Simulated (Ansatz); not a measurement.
Task: Predict a relaxed structure of H2Te3 (Te3H2), charge 0, singlet, at PBE0-D4/def2-SVP (Ansatz).

Result: 
Cartesian coordinates in Å:
```
Te -1.861 -0.563 -0.971
Te 0.605 0.581 -1.087
Te 1.612 0.322 1.427
H -2.652 0.838 -0.525
H 2.295 -1.177 1.156
```
Point group C2 (tolerance 0.1 Å). This is one stationary point.

In the def2 sets Te takes a core potential; there is no spin–orbit coupling.
